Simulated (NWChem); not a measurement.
System: C4H8; SMILES C=CCC

Here is an NWChem input.

```
start job
memory heap 200 mb stack 900 mb global 1100 mb
geometry units angstroms noautosym nocenter noautoz
  C      0.047291     1.864571    -0.275826
  C      0.196102     0.721484     0.395690
  C     -0.574644    -0.538954     0.153948
  C      0.316020    -1.723280    -0.210069
  H     -0.689736     1.962364    -1.080188
  H      0.651865     2.746154    -0.046652
  H      0.952397     0.674208     1.191484
  H     -1.144756    -0.788168     1.067671
  H     -1.320433    -0.366463    -0.639684
  H      0.880240    -1.525965    -1.134634
  H     -0.277738    -2.637219    -0.364104
  H      1.049002    -1.933931     0.585194
end
basis spherical
  * library def2-svp
end
dft
  xc pbe0
  iterations 150
end
cosmo
  do_cosmo_smd true
  solvent water
end
task dft energy
```

Excerpt of the output:

```
             Northwest Computational Chemistry Package (NWChem) 7.3.0
             --------------------------------------------------------

                             Geometry "geometry" -> ""
                             -------------------------

 Output coordinates in angstroms (scale by  1.889725989 to convert to a.u.)

  No.       Tag          Charge          X              Y              Z
 ---- ---------------- ---------- -------------- -------------- --------------
    1 C                    6.0000     0.04729100     1.86457100    -0.27582600
    2 C                    6.0000     0.19610200     0.72148400     0.39569000
    3 C                    6.0000    -0.57464400    -0.53895400     0.15394800
    4 C                    6.0000     0.31602000    -1.72328000    -0.21006900
    5 H                    1.0000    -0.68973600     1.96236400    -1.08018800
    6 H                    1.0000     0.65186500     2.74615400    -0.04665200
    7 H                    1.0000     0.95239700     0.67420800     1.19148400
    8 H                    1.0000    -1.14475600    -0.78816800     1.06767100
    9 H                    1.0000    -1.32043300    -0.36646300    -0.63968400
   10 H                    1.0000     0.88024000    -1.52596500    -1.13463400
   11 H                    1.0000    -0.27773800    -2.63721900    -0.36410400
   12 H                    1.0000     1.04900200    -1.93393100     0.58519400

 Effective nuclear repulsion energy (a.u.)     116.9051687205

                                 NWChem DFT Module
                                 -----------------

 Summary of "ao basis" -> "ao basis" (spherical)
 ------------------------------------------------------------------------------
       Tag                 Description            Shells   Functions and Types
 ---------------- ------------------------------  ------  ---------------------
 C                          def2-svp                 6       14   3s2p1d
 H                          def2-svp                 3        5   2s1p

 in cosmo_initialize ...
 calling solv_data for solv:h2o

 solvent parameters
 solvname_short: h2o
 solvname_long:  water
 dielec:       78.4000
 dielecinf:     1.7769
 aqueous SMD model solvent descriptors
 dielec:       78.4000
 sola:          0.8200

          ---------------
          -cosmo- solvent
          ---------------
 Cosmo: York-Karplus, doi: 10.1021/jp992097l
 dielectric constant -eps-     =  78.40
 screen = (eps-1)/(eps    )    =   0.98724
 surface charge correction     = lagrangian

   van der Waals surface
 --------------------------

 ---------- ATOMIC COORDINATES (A.U.) ------------ VDWR(ANG.) --
     1    0.08936703    3.52352828   -0.52123556     1.850
     2    0.37057905    1.36340707    0.74774568     1.850
     3   -1.08591970   -1.01847538    0.29091954     1.850
     4    0.59719121   -3.25652700   -0.39697285     1.850
     5   -1.30341204    3.70833025   -2.04125934     1.200
     6    1.23184623    5.18947858   -0.08815950     1.200
     7    1.79976936    1.27406838    2.25157828     1.200
     8   -2.16327516   -1.48942155    2.01760564     1.200
     9   -2.49525656   -0.69251465   -1.20882748     1.200
    10    1.66341240   -2.88365572   -2.14414736     1.200
    11   -0.52484872   -4.98362128   -0.68805679     1.200
    12    1.98232634   -3.65459967    1.10585631     1.200
 number of segments per atom =        128
 number of   points per atom =        128
 atom (   nspa,  nppa )
 ----------------------
    1 (     66,     0 )       0
    2 (     43,     0 )       0
    3 (     39,     0 )       0
    4 (     58,     0 )       0
    5 (     55,     0 )       0
    6 (     56,     0 )       0
    7 (     56,     0 )       0
    8 (     57,     0 )       0
    9 (     55,     0 )       0
   10 (     56,     0 )       0
   11 (     56,     0 )       0
   12 (     57,     0 )       0
 number of -cosmo- surface points =      654
 molecular surface =    107.861 angstrom**2
 molecular volume  =     77.201 angstrom**3
 -lineq- algorithm             =   0
 -bem- low  level              =   3
 -bem- from -octahedral-
 gaussian surface charge width =   4.50000
 degree of switching           =   1.00000
 switching function tolerance  =   0.00010
 atomic radii =
 --------------
    1  6.000  1.850
    2  6.000  1.850
    3  6.000  1.850
    4  6.000  1.850
    5  1.000  1.200
    6  1.000  1.200
    7  1.000  1.200
    8  1.000  1.200
    9  1.000  1.200
   10  1.000  1.200
   11  1.000  1.200
   12  1.000  1.200
 ...... end of -cosmo- initialization ......

 nat:                    12
 ixmem:                  7844
 calling mnsol_interface()
 G(SMD-CDS) energy (kcal/mol)  =     3.397
 SMD-CDS SASA (angstrom**2)    =   139.197

            General Information
            -------------------
          SCF calculation type: DFT
          Wavefunction type:  closed shell.
          No. of atoms     :    12
          No. of electrons :    32
           Alpha electrons :    16
            Beta electrons :    16
          Charge           :     0
          Spin multiplicity:     1
          Use of symmetry is: off; symmetry adaption is: off
          Maximum number of iterations: 150
          AO basis - number of functions:    96
                     number of shells:    48
          Convergence on energy requested:  1.00D-06
          Convergence on density requested:  1.00D-05
          Convergence on gradient requested:  5.00D-04

              XC Information
              --------------
                         PBE0 Method XC Functional
                     Hartree-Fock (Exact) Exchange  0.250
          PerdewBurkeErnzerhof Exchange Functional  0.750
            Perdew 1991 LDA Correlation Functional  1.000 local
           PerdewBurkeErnz. Correlation Functional  1.000 non-local

             Grid Information
             ----------------
          Grid used for XC integration:  medium
          Radial quadrature: Mura-Knowles
          Angular quadrature: Lebedev.
          Tag              B.-S. Rad. Rad. Pts. Rad. Cut. Ang. Pts.
          ---              ---------- --------- --------- ---------
          C                   0.70       49          11.0       434
          H                   0.35       45          13.0       434
          Grid pruning is: on
          Number of quadrature shells:   556
          Spatial weights used:  Erf1

      Superposition of Atomic Density Guess
      -------------------------------------

 Sum of atomic energies:        -154.49347418

      Non-variational initial energy
      ------------------------------

 Total energy =    -157.244062
 1-e energy   =    -436.350738
 2-e energy   =     162.201507
 HOMO         =      -0.317784
 LUMO         =       0.007228

   convergence    iter        energy       DeltaE   RMS-Dens  Diis-err
 ---------------- ----- ----------------- --------- --------- ---------
     COSMO gas phase
 d= 0,ls=0.0,diis     1   -156.8772023076 -2.74D+02  4.87D-03  2.24D-01
 d= 0,ls=0.0,diis     2   -156.9045432980 -2.73D-02  1.54D-03  1.20D-02
 d= 0,ls=0.0,diis     3   -156.9041646084  3.79D-04  9.07D-04  1.46D-02
 d= 0,ls=0.0,diis     4   -156.9060056349 -1.84D-03  2.15D-04  7.14D-04
 d= 0,ls=0.0,diis     5   -156.9060956438 -9.00D-05  4.63D-05  3.49D-05
  Resetting Diis
 d= 0,ls=0.0,diis     6   -156.9061003986 -4.75D-06  6.57D-06  4.24D-07
 d= 0,ls=0.0,diis     7   -156.9061004512 -5.26D-08  2.83D-06  2.94D-08

   convergence    iter        energy       DeltaE   RMS-Dens  Diis-err
 ---------------- ----- ----------------- --------- --------- ---------
     COSMO solvation phase
 d= 0,ls=0.0,diis     1   -156.9034565613  2.64D-03  1.07D-03  9.16D-04
 d= 0,ls=0.0,diis     2   -156.9036821814 -2.26D-04  1.74D-04  3.58D-04
 d= 0,ls=0.0,diis     3   -156.9037247924 -4.26D-05  7.89D-05  4.88D-05
 d= 0,ls=0.0,diis     4   -156.9037311760 -6.38D-06  2.21D-05  9.89D-06
 d= 0,ls=0.0,diis     5   -156.9037324180 -1.24D-06  4.59D-06  1.74D-07
 d= 0,ls=0.0,diis     6   -156.9037324464 -2.84D-08  8.84D-07  8.40D-09

         Total DFT energy =     -156.903732446404
      One electron energy =     -441.029161667444
           Coulomb energy =      191.498422408125
    Exchange-Corr. energy =      -24.414207983817
 Nuclear repulsion energy =      116.905168720472

             COSMO energy =        0.136046076260

 Numeric. integr. density =       31.999999155373

                                COSMO-SMD solvation results
                                ---------------------------

             internal energy in gas <Psi(g)|H|Psi(g)> =      -156.906100451202
         internal energy in solvent <Psi(s)|H|Psi(s)> =      -156.905783991023
                               delta internal energy  =         0.000316460179 (    0.20 kcal/mol)
   total free energy in solvent <Psi(s)|H+V/2|Psi(s)> =      -156.909146170466
 polarization energy contribution <Psi(s)|V/2|Psi(s)> =        -0.003362179443 (   -2.11 kcal/mol)
    total free energy in solvent including G(SMD-CDS) =      -156.903732446404
                       G(SMD-CDS) energy contribution =         0.005413724062 (    3.40 kcal/mol)
     1 M fixed-concentration free energy of solvation =         0.002368004798 (    1.49 kcal/mol)

                       DFT Final Molecular Orbital Analysis
                       ------------------------------------

 Vector   14  Occ=2.000000D+00  E=-3.492563D-01
              MO Center= -1.2D-01, -8.0D-01, -4.3D-02, r^2= 3.1D+00
   Bfn.  Coefficient  Atom+Function         Bfn.  Coefficient  Atom+Function
  ----- ------------  ---------------      ----- ------------  ---------------
    34      0.245503   3 C  pz               72      0.240544   8 H  s
    82      0.235741  10 H  s                48     -0.221920   4 C  pz
    77     -0.217049   9 H  s                33     -0.200607   3 C  py
    47      0.192665   4 C  py               92     -0.188725  12 H  s
    19      0.156202   2 C  py                5     -0.130490   1 C  py

 Vector   15  Occ=2.000000D+00  E=-3.428237D-01
              MO Center= -3.8D-02,  7.7D-02,  7.2D-02, r^2= 3.7D+00
   Bfn.  Coefficient  Atom+Function         Bfn.  Coefficient  Atom+Function
  ----- ------------  ---------------      ----- ------------  ---------------
    67      0.237511   7 H  s                32     -0.226450   3 C  px
    18      0.220272   2 C  px               77      0.214836   9 H  s
    87     -0.171442  11 H  s                57      0.169906   5 H  s
    62     -0.168725   6 H  s                33     -0.153536   3 C  py
    46      0.152630   4 C  px               19      0.149820   2 C  py

 Vector   16  Occ=2.000000D+00  E=-2.757905D-01
              MO Center=  4.7D-02,  1.1D+00,  4.8D-02, r^2= 2.2D+00
   Bfn.  Coefficient  Atom+Function         Bfn.  Coefficient  Atom+Function
  ----- ------------  ---------------      ----- ------------  ---------------
     4      0.276422   1 C  px                6     -0.266521   1 C  pz
    18      0.245565   2 C  px               20     -0.243730   2 C  pz
     7      0.206254   1 C  px                9     -0.193581   1 C  pz
    23     -0.173736   2 C  pz               21      0.167934   2 C  px
    72      0.146268   8 H  s                 5     -0.123419   1 C  py

 Vector   17  Occ=0.000000D+00  E= 1.465565D-02
              MO Center=  7.9D-02,  1.1D+00,  6.6D-02, r^2= 2.9D+00
   Bfn.  Coefficient  Atom+Function         Bfn.  Coefficient  Atom+Function
  ----- ------------  ---------------      ----- ------------  ---------------
    23      0.450954   2 C  pz                9     -0.432593   1 C  pz
     7      0.421900   1 C  px               21     -0.394493   2 C  px
    45      0.349322   4 C  s                18     -0.288546   2 C  px
    20      0.286446   2 C  pz               88     -0.285560  11 H  s
     4      0.271420   1 C  px                6     -0.262925   1 C  pz

 Vector   18  Occ=0.000000D+00  E= 8.362867D-02
              MO Center=  2.3D-02, -8.8D-01,  2.5D-01, r^2= 6.9D+00
   Bfn.  Coefficient  Atom+Function         Bfn.  Coefficient  Atom+Function
  ----- ------------  ---------------      ----- ------------  ---------------
    45      1.537895   4 C  s                31      1.525017   3 C  s
    73     -0.906755   8 H  s                93     -0.843141  12 H  s
    83     -0.752942  10 H  s                88     -0.739056  11 H  s
    78     -0.716625   9 H  s                68     -0.692797   7 H  s
    21      0.494887   2 C  px               35     -0.403379   3 C  px

 Vector   19  Occ=0.000000D+00  E= 1.033584D-01
              MO Center= -2.7D-01,  3.7D-01, -1.7D-01, r^2= 6.6D+00
   Bfn.  Coefficient  Atom+Function         Bfn.  Coefficient  Atom+Function
  ----- ------------  ---------------      ----- ------------  ---------------
    78     -1.159512   9 H  s                68      1.075704   7 H  s
    31      0.965376   3 C  s                58     -0.969908   5 H  s
    17     -0.765821   2 C  s                93      0.571784  12 H  s
     3      0.393827   1 C  s                 7     -0.385445   1 C  px
    37     -0.359549   3 C  pz                9     -0.344261   1 C  pz

     Multipole analysis of the density
     ---------------------------------

     L   x y z        total         alpha         beta         nuclear
     -   - - -        -----         -----         ----         -------
     0   0 0 0      0.000000    -16.000000    -16.000000     32.000000

     1   1 0 0     -0.036130     -0.026999     -0.026999      0.017867
     1   0 1 0     -0.211990     -0.175826     -0.175826      0.139662
     1   0 0 1      0.064772      0.068720      0.068720     -0.072669

     2   2 0 0    -19.862574    -27.141603    -27.141603     34.420633
     2   1 1 0      0.566040      0.650695      0.650695     -0.735350
     2   1 0 1      1.026260     -0.640829     -0.640829      2.307918
     2   0 2 0    -19.473383   -133.241691   -133.241691    247.009998
     2   0 1 1     -0.536078      0.071855      0.071855     -0.679789
     2   0 0 2    -19.581749    -23.544880    -23.544880     27.508011
```

Level: PBE0/def2-SVP, SMD on the gas-phase geometry. All runs use the structure optimised with PBE0/def2-SVP. Solvent: water.
